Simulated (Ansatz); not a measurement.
Gas-phase electronic energies from Ansatz, PBE0-D4/def2-TZVP geometries. CCSD(T)/CBS adds triple-zeta CCSD(T) − MP2 to the extrapolated MP2 energy (def2 sets, frozen cores). This one scheme is used for every species. DFT in def2-TZVPP. B3LYP here is the variant with VWN-RPA as its local correlation; programs differ in this. For Ge outer-core shells are correlated without core-valence functions, which leaves a few kJ/mol of doubt a bond. Scalar relativity is left out up to krypton.

Consider the formal exchange of groups at a Ge–Si bond: `[GeH3][SiH2][GeH3]` + acetonitrile → `N#[C][GeH3]` + `C[SiH2][GeH3]`.

Problem. Is it downhill or uphill in electronic energy at CCSD(T)/CBS, and by how much? (Estimate.)

Solution. Computed: Downhill: ΔE = -6.1 kJ/mol.

Problem. What do these levels give: revPBE-D4, B97M-V, B2PLYP, B3LYP, MP2/def2-SVP, MP2/def2-QZVPP? (An estimate is asked.)

Solution. The calculation gave: revPBE-D4 8.4, B97M-V 2.9, B2PLYP -5.3, B3LYP 0.6, MP2/def2-SVP -2.0, MP2/def2-QZVPP -11.0 kJ/mol.

Largest T1 diagnostic among the species: 0.013.

From BLYP to BHLYP (50 % exact exchange), in def2-TZVPP and without D4, ΔE moves by −4.6 kJ/mol. At CCSD(T), def2-SVP lies +8.0 kJ/mol from the extrapolated value and def2-TZVPP −2.2 kJ/mol. Leaving LDA and LC-ωPBE aside and taking each functional with its dispersion term where it has one, the values, not all of them listed here, spread over 18.5 kJ/mol, from ωB97M-V to PBE-D4. LDA lies +6.6 kJ/mol from PBE without D4.
